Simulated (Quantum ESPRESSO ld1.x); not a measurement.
Results of a calculation; reference values are marked as such.
Q: Ag XXI, configuration [Ar] 3d9. Code: ld1.x of Quantum ESPRESSO 7.5. Model: scalar-relativistic Kohn-Sham, LDA (Slater exchange, Perdew-Zunger correlation), spin-unpolarised, spherical densities, point nucleus. Some entries of the table are withheld. Estimate them.

orbital,occ.,eigenvalue (hartree),<r> (bohr),<r^2> (bohr^2)
1s,2,-952.197,0.03114,0.001311
2s,2,-158.908,0.1348,(1)
2p,6,-144.972,0.1175,0.01684
3s,2,-45.5483,0.3609,0.1486
3p,6,-40.9538,0.3574,0.1478
3d,9,-33.8447,0.3301,0.1284
4s,0,-20.3514,0.7564,0.6420
4p,0,-18.6856,0.7770,(2)

A: 
(1) 2s <r^2> (bohr^2): 0.02141
(2) 4p <r^2> (bohr^2): 0.6816
